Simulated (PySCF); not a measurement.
# How methods differ on the fine-structure interval of I

I [Kr] 4d10 5s2 5p5 [5p1/2^2 5p3/2^3, M_J = 3/2] → I [Kr] 4d10 5s2 5p5 [5p1/2^1 5p3/2^4, M_J = 1/2], as a difference of total energies. All numbers are calculated (PySCF 2.14, the two-component X2C-1e Hamiltonian, in x2c-QZVPPall-2c). Correlated levels: [Ar] 3d10 frozen; the 32 highest virtual spinors dropped. "Screened" scales the spin-orbit matrix elements by Boettger's factors to mimic the two-electron term; Breit and QED terms are absent.

```tsv
method	fine-structure interval (cm⁻¹)
GHF (screened spin-orbit)	7100.8
GMP2 (screened spin-orbit)	7968.6
GHF (bare spin-orbit)	7398.6
```

For comparison: 7603.1 cm⁻¹ (measured; NIST Handbook of Basic Atomic Spectroscopic Data (Sansonetti and Martin, J. Phys. Chem. Ref. Data 34, 1559 (2005))).
